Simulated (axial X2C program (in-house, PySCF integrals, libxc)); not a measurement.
LiPd⁺: cheaper levels and CCSD(T), two-component

Calculated with an in-house relativistic program for diatomic molecules. Two-component (2c) means X2C with spin–orbit coupling and atomic mean-field two-electron Coulomb and Gaunt terms. Basis: Pd dyall-cv3z [12s12p8d5f3g], Li dyall-cv3z [7s8p2d] (cores contracted in-house); Gaussian nuclei, density fitting, unrestricted open shells. Masses: Pd 105.903 u, Li 7.016 u.

State: Ω = 0 (closed shell); fragments Pd + Li+.

```csv
level,Re (Å),ωe (cm⁻¹),De (eV)
PBE0,2.432,286.3,0.771
HF,2.432,274.3,n/a
MP2,2.480,279.5,0.686
CCSD,2.452,287.6,0.652
TPSSh,2.457,282.3,0.828
```

Correlated methods: 10 electrons correlated (number of frozen shells: Pd 4 s, 3 p, 1 d; Li 1 s), 264 virtual spin orbitals or spinors in MP2, 90 natural virtuals in coupled cluster.

CCSD(T), same Hamiltonian and basis:

Re = 2.473 Å, ωe = 285.4 cm⁻¹, De = 0.70 eV; T1 = 0.016 (Lee–Taylor normalisation).

Give the differences from CCSD(T) in the columns below.



| level | ΔRe (Å) | Δωe (cm⁻¹) | ΔDe (eV) |
| --- | --- | --- | --- |
| PBE0 | -0.041 | 0.9 | 0.07 |
| HF | -0.041 | -11.1 | n/a |
| MP2 | 0.007 | -5.9 | -0.01 |
| CCSD | -0.021 | 2.2 | -0.05 |
| TPSSh | -0.016 | -3.1 | 0.13 |

The state is a single determinant with fixed occupations, the lowest that a limited PBE0 search found. Closed shells are restricted here (equal orbitals for both partners); the stretched side of such a curve lies too high. Dissociation energies refer to the lowest single-determinant-based atoms at the same level and basis. De is not given where an atomic determinant may have missed its ground term or J level, or where the truncated virtual space spoils (T). Coupled cluster ran in a truncated set of natural virtual spinors; the MP2 energy of the rest was added. (T) has no such correction and the atoms are truncated less, which lowers De at CCSD(T) by a hundredth of an eV or more.
